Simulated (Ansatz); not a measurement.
One change: `[Cl][Sn]([Cl])([Cl])[Cl]` becomes `[Cl][Ge]([Cl])([Cl])[Cl]`.

Ansatz, PBE0-D4/def2-TZVP geometries, multiplicity 1. 

Elements past krypton have def2 core potentials. Scalar relativity is left out up to krypton.

```json
{"property": "HOMO energy (PBE/def2-TZVPP) / eV", "`[Cl][Sn]([Cl])([Cl])[Cl]`": "-8.31"}
{"property": "HOMO–LUMO gap (ωB97M-V/def2-TZVPP) / eV", "`[Cl][Sn]([Cl])([Cl])[Cl]`": "10.93"}
{"property": "HOMO–LUMO gap (PBE/def2-TZVPP) / eV", "`[Cl][Sn]([Cl])([Cl])[Cl]`": "4.24"}
{"property": "HOMO energy (B3LYP/def2-TZVPP) / eV", "`[Cl][Sn]([Cl])([Cl])[Cl]`": "-9.46"}
{"property": "size of the dipole moment (PBE/def2-TZVPP) / D", "`[Cl][Sn]([Cl])([Cl])[Cl]`": "0.00"}
{"property": "LUMO energy (B3LYP/def2-TZVPP) / eV", "`[Cl][Sn]([Cl])([Cl])[Cl]`": "-3.47"}
```

(1) Give the same properties after the change, and the shifts. (An estimate is asked.)

Results:

(1) Ansatz gave: 
```json
{"property": "HOMO energy (PBE/def2-TZVPP) / eV", "`[Cl][Ge]([Cl])([Cl])[Cl]`": "-8.20", "shift": "0.11"}
{"property": "HOMO–LUMO gap (ωB97M-V/def2-TZVPP) / eV", "`[Cl][Ge]([Cl])([Cl])[Cl]`": "11.79", "shift": "0.86"}
{"property": "HOMO–LUMO gap (PBE/def2-TZVPP) / eV", "`[Cl][Ge]([Cl])([Cl])[Cl]`": "5.00", "shift": "0.76"}
{"property": "HOMO energy (B3LYP/def2-TZVPP) / eV", "`[Cl][Ge]([Cl])([Cl])[Cl]`": "-9.35", "shift": "0.11"}
{"property": "size of the dipole moment (PBE/def2-TZVPP) / D", "`[Cl][Ge]([Cl])([Cl])[Cl]`": "0.00", "shift": "0.00"}
{"property": "LUMO energy (B3LYP/def2-TZVPP) / eV", "`[Cl][Ge]([Cl])([Cl])[Cl]`": "-2.54", "shift": "0.93"}
```

With PBE0 the HOMO rises by 0.11 eV and the LUMO rises by 0.96 eV, so the gap widens by about 0.85 eV. PBE moves the HOMO by 0.11 eV and ωB97M-V by 0.13 eV.

B3LYP here is the variant with VWN-RPA as its local correlation; programs differ in this.
